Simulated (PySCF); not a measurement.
CH4O4Si. Atoms are numbered in the order given.

```xyz
10

O      1.2627    -1.3746    -0.3480
C      0.8868    -0.4933     0.3908
O      1.6131    -0.0528     1.4170
Si    -0.8166     0.3275     0.0710
O     -1.5132    -0.7181    -0.9986
O     -0.4406     1.8137    -0.5507
H      2.4450    -0.5592     1.4190
H     -1.6982     0.4482     1.2576
H     -0.8477    -1.2762    -1.4261
H     -1.1636     2.4162    -0.7479
```
Charge 0, spin multiplicity 1.

Geometry optimised at PBE0-D3(BJ)/def2-SVP. Other conformers were not sampled.

The numbers are results of SMD-M06-2X/def2-SVP run with PySCF, not measurements.

Solvation free energies are E(SMD) − E(gas) at the gas-phase geometry, for 1 M in both phases. In vacuum the dipole moment is 1.29 D.

Estimate the solvation free energies in water, benzene, acetonitrile. (The exact figures need the calculation; the answer reports its results.)


```tsv
solvent	ΔG(solv) (kcal/mol)	its non-electrostatic (CDS) part	dipole (D)
water	-11.0	4.6	1.69
benzene	-4.6	-2.1	1.39
acetonitrile	-7.8	-0.5	1.50
```
